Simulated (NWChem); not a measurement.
System: C2H6BF; SMILES FB(C)C

Computed with NWChem. Coordinates come from a PBE0/def2-SVP optimisation. Ions are spin-unrestricted doublets at the neutral geometry; other ion states weren't tried.

For level PBE/def2-SVP:

| Quantity | Result |
|---|---|
| vertical ionisation energy, ΔSCF (eV) | 10.56 |
| −ε(HOMO) (eV) | 7.01 |

Question: What are these values for level PBE0/def2-SVP?

Answer: The vertical ionisation energy, ΔSCF (eV) is 10.98. The −ε(HOMO) (eV) is 8.60.
